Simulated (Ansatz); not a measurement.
V3. Total charge 0; doublet. Geometry PBE0-D4/def2-TZVP, that of the charge +1 singlet; atoms count from 1.

Cartesian coordinates in Å:
```
V 1.288 0.006 -0.441
V -0.912 -0.289 -0.554
V -0.376 0.282 0.995
```

The charge 0 doublet is spin-contaminated (final ⟨S²⟩ up to 2.59, 0.75 for a pure state). The structure comes from a short search, and lower isomers may exist.

Estimate the Mulliken populations from the PBE0/def2-TZVP orbitals of Ansatz.


| atom | charge (e) | spin (α − β) | d electrons |
| --- | --- | --- | --- |
| V1 | -0.06 | 3.67 | 3.99 |
| V2 | 0.03 | -0.92 | 4.12 |
| V3 | 0.03 | -1.75 | 4.14 |
Mulliken values depend strongly on the basis.

Where does the spin sit?

Summed by element: V 1.00, of 1 unpaired in all. Largest on single atoms: V1 3.67, V3 -1.75, V2 -0.92.

And the Mayer bond orders between heavy atoms (over 0.3)?

V1–V2 1.48 (2.22 Å); V1–V3 1.36 (2.22 Å); V2–V3 3.54 (1.74 Å).
